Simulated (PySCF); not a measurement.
C3H7BO2, SMILES C1O[C@H](C)B1O. Atoms are numbered in the order given.

```xyz
13

C     -1.7626    -0.9523     0.0989
C     -0.8012     0.1617    -0.2921
O     -0.5162     1.0670     0.8328
C      0.9296     0.9083     0.8219
B      0.7607    -0.1111    -0.3871
O      1.5192    -0.9056    -1.1748
H     -1.3499    -1.5738     0.9194
H     -2.7298    -0.5330     0.4460
H     -1.9641    -1.6133    -0.7690
H     -1.2277     0.7431    -1.1468
H      1.4605     1.8704     0.6202
H      1.3181     0.5185     1.7937
H      2.4703    -0.8534    -0.9640
```
Charge 0, spin multiplicity 1.

Geometry optimised at PBE-D3(BJ)/def2-SVP. The structure was generated by enumeration; whether it is a known compound was not checked. One conformer was computed; it need not be the lowest.

Level of theory: PBE-D3(BJ)/def2-SVP (PySCF 2.14.0).

No scaling factor is applied to the harmonic values.

```json
[
 {"mode": "1", "ν (cm⁻¹)": "69", "IR (km/mol)": "4.6", "moving atoms (share of kinetic energy)": "O 39 %, C 32 %, H 27 %"},
 {"mode": "2", "ν (cm⁻¹)": "149", "IR (km/mol)": "2.7", "moving atoms (share of kinetic energy)": "C 43 %, H 31 %, O 21 %"},
 {"mode": "3", "ν (cm⁻¹)": "216", "IR (km/mol)": "1.4", "moving atoms (share of kinetic energy)": "H 90 %"},
 {"mode": "4", "ν (cm⁻¹)": "311", "IR (km/mol)": "4.3", "moving atoms (share of kinetic energy)": "H 32 %, O 24 %, C 23 %, B 21 %"},
 {"mode": "5", "ν (cm⁻¹)": "389", "IR (km/mol)": "5.0", "moving atoms (share of kinetic energy)": "C 36 %, H 30 %, O 29 %"},
 {"mode": "6", "ν (cm⁻¹)": "421", "IR (km/mol)": "8.2", "moving atoms (share of kinetic energy)": "H 52 %, B 24 %, C 18 %"},
 {"mode": "7", "ν (cm⁻¹)": "563", "IR (km/mol)": "5.6", "moving atoms (share of kinetic energy)": "O 55 %, C 25 %, H 12 %, B 9 %"},
 {"mode": "8", "ν (cm⁻¹)": "593", "IR (km/mol)": "70.3", "moving atoms (share of kinetic energy)": "H 75 %, O 10 %, C 9 %"},
 {"mode": "9", "ν (cm⁻¹)": "723", "IR (km/mol)": "10.1", "moving atoms (share of kinetic energy)": "C 47 %, H 39 %, O 11 %"},
 {"mode": "10", "ν (cm⁻¹)": "810", "IR (km/mol)": "18.3", "moving atoms (share of kinetic energy)": "H 47 %, C 22 %, B 22 %, O 9 %"},
 {"mode": "11", "ν (cm⁻¹)": "821", "IR (km/mol)": "27.5", "moving atoms (share of kinetic energy)": "H 38 %, O 33 %, C 24 %"},
 {"mode": "12", "ν (cm⁻¹)": "876", "IR (km/mol)": "70.9", "moving atoms (share of kinetic energy)": "H 52 %, B 18 %, C 18 %, O 13 %"},
 {"mode": "13", "ν (cm⁻¹)": "961", "IR (km/mol)": "5.0", "moving atoms (share of kinetic energy)": "H 71 %, C 19 %, B 9 %"},
 {"mode": "14", "ν (cm⁻¹)": "969", "IR (km/mol)": "82.6", "moving atoms (share of kinetic energy)": "C 49 %, O 42 %, H 8 %"},
 {"mode": "15", "ν (cm⁻¹)": "1022", "IR (km/mol)": "28.1", "moving atoms (share of kinetic energy)": "C 49 %, H 42 %, O 8 %"},
 {"mode": "16", "ν (cm⁻¹)": "1078", "IR (km/mol)": "30.8", "moving atoms (share of kinetic energy)": "C 53 %, H 39 %"},
 {"mode": "17", "ν (cm⁻¹)": "1112", "IR (km/mol)": "17.4", "moving atoms (share of kinetic energy)": "H 82 %"},
 {"mode": "18", "ν (cm⁻¹)": "1118", "IR (km/mol)": "50.4", "moving atoms (share of kinetic energy)": "H 70 %, B 15 %, O 9 %"},
 {"mode": "19", "ν (cm⁻¹)": "1199", "IR (km/mol)": "10.4", "moving atoms (share of kinetic energy)": "H 58 %, C 31 %"},
 {"mode": "20", "ν (cm⁻¹)": "1227", "IR (km/mol)": "51.5", "moving atoms (share of kinetic energy)": "H 54 %, C 26 %, B 15 %"},
 {"mode": "21", "ν (cm⁻¹)": "1279", "IR (km/mol)": "11.9", "moving atoms (share of kinetic energy)": "H 59 %, C 33 %"},
 {"mode": "22", "ν (cm⁻¹)": "1328", "IR (km/mol)": "3.0", "moving atoms (share of kinetic energy)": "H 76 %, C 23 %"},
 {"mode": "23", "ν (cm⁻¹)": "1389", "IR (km/mol)": "0.5", "moving atoms (share of kinetic energy)": "H 91 %"},
 {"mode": "24", "ν (cm⁻¹)": "1400", "IR (km/mol)": "5.9", "moving atoms (share of kinetic energy)": "H 94 %"},
 {"mode": "25", "ν (cm⁻¹)": "1423", "IR (km/mol)": "1.9", "moving atoms (share of kinetic energy)": "H 95 %"},
 {"mode": "26", "ν (cm⁻¹)": "1492", "IR (km/mol)": "273.2", "moving atoms (share of kinetic energy)": "B 67 %, O 18 %, C 9 %"},
 {"mode": "27", "ν (cm⁻¹)": "2908", "IR (km/mol)": "59.5", "moving atoms (share of kinetic energy)": "H 93 %"},
 {"mode": "28", "ν (cm⁻¹)": "2918", "IR (km/mol)": "32.2", "moving atoms (share of kinetic energy)": "H 94 %"},
 {"mode": "29", "ν (cm⁻¹)": "2951", "IR (km/mol)": "28.6", "moving atoms (share of kinetic energy)": "H 90 %, C 10 %"},
 {"mode": "30", "ν (cm⁻¹)": "2964", "IR (km/mol)": "22.9", "moving atoms (share of kinetic energy)": "H 97 %"},
 {"mode": "31", "ν (cm⁻¹)": "3053", "IR (km/mol)": "17.5", "moving atoms (share of kinetic energy)": "H 91 %, C 9 %"},
 {"mode": "32", "ν (cm⁻¹)": "3062", "IR (km/mol)": "17.7", "moving atoms (share of kinetic energy)": "H 91 %, C 9 %"},
 {"mode": "33", "ν (cm⁻¹)": "3710", "IR (km/mol)": "52.8", "moving atoms (share of kinetic energy)": "H 94 %"}
]
```
